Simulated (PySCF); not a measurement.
Vertical excitations of a molecule C5H10O from PySCF with TDA-M06-2X/def2-SVPD, as energy in eV (oscillator strength): 7.34 (0.017), 7.84 (0.006), 7.93 (0.015), 8.25 (0.012), 8.52 (0.050), 8.53 (0.014). Lowest triplet (TDA): 7.27 eV. Geometry optimised at B3LYP-D3(BJ)/def2-SVP. Other conformers were not sampled.

Problem. Identify the compound among the candidates.
A) C[C@H](O)C1CC1
B) OCCC1CC1
C) CC[C@@H]1CCO1
D) COC1CCC1

Solution. D, COC1CCC1
